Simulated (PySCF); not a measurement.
# Gd⁺: ionisation energy

Gd⁺ [Xe] 4f7 5d1 6s1 (10D) → Gd²⁺ [Xe] 4f7 5d1 (9D), as a difference of total energies. All numbers are calculated (PySCF 2.14, scalar relativity by spin-free X2C-1e, in ANO-RCC-VTZP (8s7p5d3f2g1h, 104 functions)). The calculations carry no spin-orbit coupling.

| method | ionisation energy (eV) |
| --- | --- |
| UHF | 11.367 |
| M06-2X | 12.136 |
| B97-3 | 12.018 |

The reference lies between the lowest fine-structure levels, while these numbers refer to the centres of the terms.

For comparison: 12.076 ± 0.02 eV (semi-empirical (NIST evaluation); NIST Atomic Spectra Database, ionization energies).
